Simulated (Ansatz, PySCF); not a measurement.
Spin states of CrI4 (SMILES [I][Cr]([I])([I])[I]), each relaxed with B3LYP-D3(BJ)/def2-TZVP.
State 1 (charge 0, multiplicity 3):
```xyz
5

Cr    -0.011     0.006    -0.011
I      1.638     1.204    -1.437
I      1.183    -1.178     1.821
I     -1.256    -1.645    -1.393
I     -1.608     1.644     0.963
```
State 2 (charge 0, multiplicity 1):
```xyz
5

Cr    -0.010     0.007    -0.011
I      1.607     1.164    -1.463
I      1.145    -1.140     1.836
I     -1.217    -1.613    -1.418
I     -1.579     1.612     1.000
```

Singlets are restricted, other states unrestricted; no spin–orbit coupling, no relativity up to Kr; see below for the cores.

Run with Ansatz (Gaussian basis) for Hartree–Fock, density functionals and correlated methods; PySCF for the dispersion terms.  In def2 rows elements past Kr take small-core potentials, without spin–orbit coupling.

PBE/def2-TZVPP gives 131.8 kJ/mol for the energy of the multiplicity-1 state less that of the multiplicity-3 state.

### Question
How do the other levels lie against it? Give each less PBE: PBE-D3(BJ)/def2-TZVPP, r2SCAN/def2-TZVPP, B3LYP/def2-TZVPP, wB97M-V/def2-TZVPP.

### Answer
PBE-D3(BJ)/def2-TZVPP -0.4; r2SCAN/def2-TZVPP 35.4; B3LYP/def2-TZVPP 24.7; wB97M-V/def2-TZVPP 32.8 kJ/mol. 3 of 4 lie above PBE; the widest gap is to r2SCAN/def2-TZVPP.

Doubts at one or more of the structures used: a spin-contaminated determinant (r2SCAN/def2-TZVPP, B3LYP/def2-TZVPP, wB97M-V/def2-TZVPP).

Ansatz is a first-principles code.
